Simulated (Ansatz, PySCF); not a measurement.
NaF, SMILES [Na][F]. Atoms are numbered in the order given.

```xyz
2

Na     0.0000     0.0000    -0.8804
F      0.0000     0.0000     1.0552
```

Geometry optimised at B3LYP-D3(BJ)/def2-TZVPD.

Two levels are set side by side: PBE-D3(BJ)/def2-TZVPD (Ansatz, a program for electronic structure) and B3LYP-D3(BJ)/def2-TZVPD (Ansatz). Each level has its own optimised geometry; the coordinates shown are those of the second. Frequencies come from the Hessian of PySCF at each geometry. Differences are taken from unrounded values.

```tsv
quantity	B3LYP-D3(BJ)
bond Na1–F2 (Å)	1.936
highest harmonic wavenumber (cm⁻¹)	528
mean harmonic wavenumber (cm⁻¹)	528
zero-point energy (kcal/mol)	0.76
```

### Question
What does PBE-D3(BJ) give, and how far is it from B3LYP-D3(BJ)? (The exact figures need the calculation; the answer reports its results.)

### Answer

```tsv
quantity	PBE-D3(BJ)	PBE-D3(BJ) minus B3LYP-D3(BJ)
bond Na1–F2 (Å)	1.950	0.014
highest harmonic wavenumber (cm⁻¹)	510	-18
mean harmonic wavenumber (cm⁻¹)	510	-18
zero-point energy (kcal/mol)	0.73	-0.03
```
